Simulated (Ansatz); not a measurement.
Molecule: C₃H₇Si, net charge -1, singlet state. It need not be the lowest isomer of its formula. Whether it binds its extra electron was not tested at this geometry. 
Geometry from a B3LYP-D3(BJ)/def2-TZVP (Ansatz, a program for electronic structure) optimisation:
```xyz
11

C     -2.1944     0.2875     0.2947
C     -1.1769    -0.0254    -0.5206
C     -0.0649    -0.8204     0.1233
Si     1.4415     0.2588    -0.0781
H     -3.0457     0.8919    -0.0275
H     -2.2564    -0.0453     1.3538
H     -0.2145    -1.1119     1.1928
H      0.1499    -1.7417    -0.4371
H      1.8741     0.4126    -1.4940
H      1.2739     1.6224     0.4920
H      2.6550    -0.3011     0.6292
```
Charge -1, spin multiplicity 1.

Basis-set convergence of Hartree-Fock and CCSD correlation energies (hartree) with Ansatz. Cores are frozen in the correlated levels unless marked. No spin-orbit coupling. No relativistic terms. This anion needs diffuse functions, which these sets lack.

```json
[
 {"basis": "cc-pV(D+d)Z", "functions": "100", "E(HF)": "-406.50935", "E(corr, CCSD)": "-0.58269"},
 {"basis": "cc-pV(T+d)Z", "functions": "227", "E(HF)": "-406.55966", "E(corr, CCSD)": "-0.69163"},
 {"basis": "cc-pV(Q+d)Z", "functions": "439", "E(HF)": "…", "E(corr, CCSD)": "…"}
]
```

Problem. Some entries are withheld; supply them.

Solution. 
- cc-pV(Q+d)Z, E(HF): -406.57355
- cc-pV(Q+d)Z, E(corr, CCSD): -0.72524
